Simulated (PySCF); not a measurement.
GeOF2, SMILES [O]=[Ge]([F])[F]. Geometry optimised at B3LYP-D3(BJ)/def2-SVP.

TDDFT-PBE/def2-SVPD run with PySCF puts the lowest singlet excitations at 3.88, 4.35, 5.19, 5.96, 6.65, 6.87 eV.

Q: What are the lowest excitation roots from ADC(2)/aug-cc-pVDZ (PySCF)? (An estimate is asked for; the answer gives what the named calculation found.)

A: 4.17, 4.67, 5.12, 5.94, 7.28, 8.22 eV. S1 differs by 0.29 eV (second minus first; roots are paired by order, and the bases may differ).
